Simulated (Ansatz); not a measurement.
`CN(C)[Si]Cl` + H–F → `F[Si]Cl` + `CNC` at 600 K and 1 bar (ligand exchange at the Si–N bond).

Calculated with Ansatz (gas phase, PBE0-D4/def2-TZVP geometries, no zero-point term in ΔE). CCSD(T)/CBS is the MP2 limit (def2-TZVPP, def2-QZVPP) plus CCSD(T) − MP2 in def2-TZVPP, frozen cores. This one scheme is used for every species. Each species was taken in one conformer, which may not be the lowest.

```csv
species,CCSD(T)/CBS energy (Eh),H − E (kJ/mol),S (J/(mol·K))
`CN(C)[Si]Cl`,-883.31525,281.3,429.4
H–F,-100.39570,42.3,194.0
`F[Si]Cl`,-848.72390,37.4,311.4
`CNC`,-135.00321,284.6,333.5
```

H − E and S are ideal-gas, rigid-rotor, harmonic terms from PBE0-D4/def2-TZVP, for one conformer and one mirror image of each species. 1 Eh = 2625.50 kJ/mol, R = 8.31446 J/(mol·K).

Task: By hand: ΔE, ΔH, ΔS and ΔG.

Result: ΔE = (-848.72390) + (-135.00321) − (-883.31525) − (-100.39570) = -0.01616 Eh = -42.4 kJ/mol. Δ(H − E) = 37.4 + 284.6 − 281.3 − 42.3 = -1.6, so ΔH = -44.0 kJ/mol. ΔS = 311.4 + 333.5 − 429.4 − 194.0 = 21.5 J/(mol·K). ΔG = -44.0 − 600 × (21.5)/1000 = -56.9 kJ/mol.

Task: By hand: the equilibrium constant, and the temperature at which ΔG would vanish if ΔH and ΔS stayed fixed.

Result: log₁₀ K = −ΔG/(RT ln 10) = 5.0. ΔH and −TΔS have one sign here, so there is no such temperature.

ΔH outweighs TΔS. A doubt of 5 kJ/mol in ΔE shifts log₁₀ K by 0.4 here. Other conformers and mirror images would add mixing entropy, several J/(mol·K) or more a flexible species. These are equilibria of isolated gas molecules and say nothing of rates. Largest T1 diagnostic: 0.014 (customary marks: 0.02 for closed shells, 0.045 for open ones).
